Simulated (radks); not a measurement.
Values are calculated unless marked as measured or tabulated.
Os1.9+, configuration [Xe] 4f14 5d6 6s0.1 (fractional occupations, a model configuration). Code: a radial shooting solver on a logarithmic mesh with Libxc functionals. Model: Dirac Kohn-Sham, PBE, spin-unpolarised, spherical densities, point nucleus; open shells fill j = l - 1/2 first.

Normalised radial functions P(r) = r R(r) (large component), r in bohr:

```
   r/bohr * 4f5/2, o 5p3/2, + 5d3/2 (the largest magnitude, 1.35, reaches the edge; | marks zero, & curves that meet)
 0.002971                             &
 0.003994                             &
 0.005413                             &o
 0.007278                             &o
 0.009864                             &o
  0.01326                             & o
  0.01797                             &  o
  0.02416                             *+  o
  0.03275                             *+   o
  0.04403                             * +  o
  0.05967                             |* +o
  0.08023                             o * +
   0.1087                        o    |    &
   0.1462                     o       |   +    *
   0.1981                         o   +               *
   0.2664                        +    |    o                 *
    0.361                     +       |          o               *
   0.4893                        +    |     o                   *
   0.6578                     o       |  +                 *
   0.8915          o                  |           +*
    1.199         o                   |      *         +
    1.624                o            |  *            +
    2.184                       o     |*         +
     2.96                            o*     +
    3.979                             & +
    5.393                             &+
    7.251                             &
```

4f5/2: eigenvalue -69.161 eV, 0 radial nodes, <r> = 0.553 bohr, 90 % of the charge inside 0.902 bohr. 5p3/2: eigenvalue -63.383 eV, 3 radial nodes at r = 0.0788, 0.227, 0.560 bohr, <r> = 1.20 bohr, 90 % of the charge inside 1.75 bohr. 5d3/2: eigenvalue -22.480 eV, 2 radial nodes at r = 0.201, 0.594 bohr, <r> = 1.68 bohr, 90 % of the charge inside 2.59 bohr.
